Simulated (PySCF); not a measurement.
NbOCl3, SMILES [O]=[Nb]([Cl])([Cl])[Cl], multiplicity 1. Atoms are numbered in the order given.

```xyz
5

Nb     0.0000     0.0000    -0.2178
O      0.0000     0.0000    -1.8904
Cl     1.8832     1.0873     0.4717
Cl    -1.8832     1.0873     0.4717
Cl     0.0000    -2.1745     0.4717
```
Charge 0, spin multiplicity 1.

Coordinates come from a PBE0-D3(BJ)/def2-SVP optimisation. The spin state was assumed, not searched. The isomer is the one that the SMILES or the coordinates give; other isomers of the formula were not compared. The def2 effective core potentials stand for the cores of Nb; spin–orbit coupling is left out.

Level of theory: TDDFT-PBE/def2-SVPD (PySCF 2.14.0).

Vertical excitations; the highest root listed may be one member of a degenerate set. Isolated molecule, no solvent. State labels are in the subgroup Cs.

Task: Estimate the UV-visible absorptions. (Estimate from the structure and the level; the computed values follow.)

Result: 
| state | symmetry | energy (eV) | λ (nm) | f | main pairs |
|---|---|---|---|---|---|
| S1 | A" | 4.38 | 283 | 0.000 | HOMO−1→LUMO 50 %, HOMO→LUMO+1 50 % |
| S2 | A" | 4.39 | 282 | 0.001 | HOMO→LUMO+1, HOMO−1→LUMO, HOMO−2→LUMO+1 (degenerate set) |
| S3 | A' | 4.39 | 282 | 0.001 | HOMO→LUMO, HOMO−1→LUMO+1, HOMO−2→LUMO (degenerate set) |
| S4 | A' | 4.42 | 280 | 0.002 | HOMO−1→LUMO+1 49 %, HOMO→LUMO 49 % |
| S5 | A' | 4.62 | 268 | 0.000 | HOMO−3→LUMO+1, HOMO−2→LUMO (degenerate set) |
| S6 | A" | 4.62 | 268 | 0.000 | HOMO−3→LUMO, HOMO−2→LUMO+1 (degenerate set) |
| S7 | A' | 4.73 | 262 | 0.025 | HOMO−2→LUMO, HOMO−3→LUMO+1, HOMO−4→LUMO+1, HOMO−5→LUMO (degenerate set) |
| S8 | A" | 4.73 | 262 | 0.025 | HOMO−2→LUMO+1, HOMO−3→LUMO, HOMO−4→LUMO, HOMO−5→LUMO+1 (degenerate set) |
| S9 | A" | 5.07 | 245 | 0.000 | HOMO−5→LUMO+1 50 %, HOMO−4→LUMO 50 % |
| S10 | A' | 5.17 | 240 | 0.002 | HOMO−4→LUMO+1 47 %, HOMO−5→LUMO 47 % |
| T1 | A' | 4.21 | 294 | 0 | HOMO−1→LUMO+1, HOMO→LUMO, HOMO−2→LUMO (degenerate set) |
| T2 | A" | 4.21 | 294 | 0 | HOMO→LUMO+1, HOMO−1→LUMO, HOMO−2→LUMO+1 (degenerate set) |
| T3 | A' | 4.22 | 293 | 0 | HOMO→LUMO 50 %, HOMO−1→LUMO+1 50 % |
| T4 | A" | 4.24 | 293 | 0 | HOMO−1→LUMO 50 %, HOMO→LUMO+1 50 % |
Triplets are in the Tamm–Dancoff approximation, which puts them higher than full response would, so one can lie above its singlet here.
